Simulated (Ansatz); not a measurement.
The cluster B2As2, relaxed as a singlet with RKS B3LYP-D4/def2-SVP in Ansatz, starting from the GFN2-xTB geometry. Force threshold 0.02 eV/Å.

The restricted singlet is unstable towards broken spin symmetry at other levels; at B3LYP-D4/def2-SVP this wasn't settled. At B3LYP-D4/def2-SVP a triplet of charge 0 lies 1.17 eV below the restricted singlet, each at its own geometry. The structure comes from a short search, and lower isomers may exist.

Start:

```
atom   x (Å)   y (Å)   z (Å)
  B1   0.124   1.683  -0.897
  B2  -0.032  -0.437   0.390
 As3  -0.015   0.002  -1.464
 As4  -0.078  -1.248   1.971
```

Problem. Estimate the energy that the relaxation releases and the steps that it takes.

Solution. 2.26 eV, in 13 steps; 63 s on 2 threads of Intel Xeon Platinum 8259CL on a shared host. No frequencies were taken in this run, so the end may be a saddle point.

Problem. Does the start keep its bonding and symmetry?

Solution. Bonds formed: B1–B2, B1–As4 (atoms count from 1). Point group Cs at the start, C2h at the end, both within 0.05 Å.

Problem. Predict the relaxed structure.

Solution. 
```csv
atom,x (Å),y (Å),z (Å)
B1,0.174,0.783,-0.083
B2,-0.176,-0.782,0.083
As3,-0.013,0.366,-1.864
As4,0.015,-0.366,1.864
```
Bond lengths: 4 × As–B 1.84 to 2.27 Å; 1 × B–B 1.61 Å.
